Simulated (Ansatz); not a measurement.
`BNC[CH2][AlH2]`, relaxed with RKS PBE-D4/def2-SVP in Ansatz from a rough embedded geometry. The force threshold is 0.03 eV/Å; the program also tests the step.

Charge 0, multiplicity 1.

Start:

```xyz
14

B    -0.964    0.683    2.072
N    -0.308   -0.188    1.034
C     0.372    0.644    0.059
C     1.099   -0.134   -1.039
Al   -0.292   -1.139   -2.190
H    -0.432    1.442    2.746
H    -2.182    0.614    2.187
H     0.422   -0.707    1.546
H     1.191    1.275    0.617
H    -0.305    1.389   -0.392
H     1.717   -0.944   -0.543
H     1.665    0.487   -1.673
H    -1.883   -0.726   -2.010
H    -0.101   -2.695   -2.414
```

Q: How much energy does the relaxation release, and in how many steps? (Estimate.)

A: Ansatz gave: 54.71 kcal/mol, in 22 steps.

Q: Which bonds change most? (An estimate is asked.)

A: Computed: B1–N2 from 1.505 to 1.420 Å; B1–H6 from 1.146 to 1.213 Å; C3–H9 from 1.176 to 1.112 Å.

Q: Give the relaxed structure. (Best estimate.)

A: Computed: 
```xyz
14

B    -1.327    0.325    1.371
N    -0.037   -0.110    0.967
C     0.984    0.684    0.214
C     1.154    0.048   -1.177
Al   -0.607   -0.911   -1.138
H    -1.683    1.444    1.067
H    -2.023   -0.453    1.990
H     0.327   -0.993    1.347
H     1.911    0.741    0.825
H     0.577    1.712    0.140
H     2.010   -0.659   -1.202
H     1.320    0.805   -1.967
H    -1.959   -0.128   -1.511
H    -0.647   -2.504   -0.927
```
